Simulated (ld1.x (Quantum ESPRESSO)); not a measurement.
**Ag (Z = 47): one change to a TM potential, before and after**

silver (Ag), norm-conserving Troullier–Martins (Kleinman–Bylander form), made with ld1.x (Quantum ESPRESSO) 7.5 (PBE, scalar-relativistic). Core [Kr], reference 4d10 5s1 5p0. Waves: 5s (bound): rc 1.75 bohr; 5p (bound, empty): rc 3.85 bohr; 4d (bound): rc 1.30 bohr. Local part: the d channel. Core correction: none.

All-electron outer shells of the reference configuration (PBE, scalar-relativistic, ld1.x):

| shell | level (eV) | outermost node (bohr) | outermost maximum (bohr) |
| --- | --- | --- | --- |
| 4s | -95.05 | 0.44 | 0.82 |
| 4p | -58.57 | 0.44 | 0.87 |
| 4d | -7.44 | 0.43 | 1.04 |
| 5s | -4.40 | 1.11 | 2.49 |
| 5p | -0.74 | 1.25 | 3.86 |

Change: wave 4d (bound): rc 1.30 bohr becomes 4d (bound): rc 1.80 bohr.

Cutoffs: the cutoffs (Ry, on a coarse ladder) from which the occupation-weighted sum of valence levels, in a spherical-Bessel basis at the reference potential, stays within 10 and 1 mRy of its value at 400 Ry; they do not see the model core or the augmentation charge, which bear on the density cutoff. Errors are all-electron minus pseudo energies relative to the spin-unpolarised reference configuration.

**Question.** Predict the effect on cutoff, ghosts and configuration errors.

**Answer.** The potential gets softer (80 Ry and 110 Ry → 60 Ry and 90 Ry); both files keep a bound ghost (p, s); of the 6 tests that both files solve, the error grows in 2 and shrinks in 1 by more than 15 % and 0.3 meV (median size 15.1 → 14.1 meV); the range in which the d phases agree narrows (upper end at the end of the scan → 2.8). A larger radius leaves more room for a smooth pseudo-wave, so fewer plane waves are needed.

| quantity | base | changed |
| --- | --- | --- |
| cutoff, loose | 80 Ry | 60 Ry |
| cutoff, tight | 110 Ry | 90 Ry |
| loose cutoff by channel (10 mRy a level) | s 21 Ry, d 60 Ry | s 21 Ry, d 50 Ry |
| bound ghosts | s, p | s, p |
| tests counted (converged, no solver errors) | 6 of 7 | 6 of 7 |
| error for 4d10 5s0 5p0, meV [ΔE 7.76 eV] | +11 | +11 |
| error for 4d9 5s0 5p0, meV [ΔE 29.87 eV] | +27 | +17 |
| error for 4d8 5s0 5p0, meV [ΔE 66.06 eV] | -67 | -103 |
| error for 4d10 5s0 5p1, meV [ΔE 3.87 eV] | +7.6 | +7.4 |
| error for 4d9 5s1 5p0, meV [ΔE 13.15 eV] | -20 | -29 |
| error for 4d10 5s0.5 5p0, meV [ΔE 3.02 eV] | +1.5 | +1.6 |
| s: phases at 4.18 bohr within 0.05 rad from the reference energy up to (Ry; the scan ends near 5) | 0.9 | 1.0 |
| p: phases at 4.18 bohr within 0.05 rad from the reference energy up to (Ry; the scan ends near 5) | 1.3 | 1.4 |
| d: phases at 4.18 bohr within 0.05 rad from the reference energy up to (Ry; the scan ends near 5) | to the end of the scan | 2.8 |

Base: Tests not counted: 4d9 5s1 5p1 (solver errors, printed error -2.1 eV). Changed file: Tests not counted: 4d9 5s1 5p1 (solver errors, printed error -2.5 eV). A true bound ghost makes a file unfit for plane-wave use even where its test errors are small: the radial tests pick states by their node count and pass the ghost by. Where a test does run into it, the solver fails or the error is huge.
